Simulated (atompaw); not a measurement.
## Ga PAW (atompaw): all-electron and pseudo phase curves

atompaw 4.2.0.5 input, output lines left out:

```
Ga 31
GGA-PBESOL scalarrelativistic loggrid 1500 logderivrange -3 5 201
4 4 3 0 0 0
4 1 1
0 0 0
c
c
c
v
c
c
v
v
2
2.95 2.65 2.90 2.50
y
4.3
n
y
3.05
n
y
-1
n
custom polynom2 7 10 vanderbiltortho gaussian
3 0 vpsmatchnc
2.20
2.95
2.95
2.95
1.15
1.15
```

The phase is arctan(r·u′/u) with u = r·R(r), unwrapped; energies in Ry, scanned from -3 to 5 Ry. A pole is an energy at which the radial function vanishes at the test radius. The pseudo phase is shifted by a multiple of π to meet the all-electron one at the reference energy, and phase errors are pseudo minus all-electron; the curves can meet again beyond the range given. Levels narrower than the energy grid can be missing from the lists of poles.

```tsv
channel	radius (bohr)	reference energy (Ry)	poles, all-electron	poles, pseudo	unbroken range about the reference energy with phases within 0.05 rad	phase error 1 Ry above the reference energy (rad)
s	2.97	-0.66	-0.06	-0.12, 4.94	below 0.4	-0.048
p	2.97	-0.19	0.86	0.85	the whole range	-0.003
d	2.97	-1.41	-1.39, 2.52	-1.39, 2.58	below 3.9	+0.000
```

Phases in the s channel:

```tsv
E (Ry)	all-electron	pseudo
-3.00	1.344	1.332
-2.76	1.330	1.316
-2.52	1.312	1.297
-2.28	1.290	1.272
-2.04	1.259	1.239
-1.80	1.216	1.193
-1.56	1.149	1.120
-1.32	1.025	0.989
-1.08	0.726	0.678
-0.84	-0.203	-0.229
-0.60	-1.120	-1.121
-0.36	-1.418	-1.431
-0.12	-1.547	-1.571
0.12	-1.625	-1.660
0.36	-1.682	-1.731
0.60	-1.733	-1.800
0.84	-1.784	-1.878
1.08	-1.844	-1.981
1.32	-1.920	-2.134
1.56	-2.032	-2.393
1.80	-2.218	-2.858
2.04	-2.574	-3.478
2.28	-3.209	-3.935
2.52	-3.827	-4.187
2.76	-4.165	-4.332
3.00	-4.340	-4.423
3.24	-4.444	-4.487
3.48	-4.512	-4.533
3.72	-4.560	-4.569
3.96	-4.596	-4.599
4.20	-4.625	-4.625
4.44	-4.649	-4.650
4.68	-4.669	-4.675
4.92	-4.687	-4.708
```
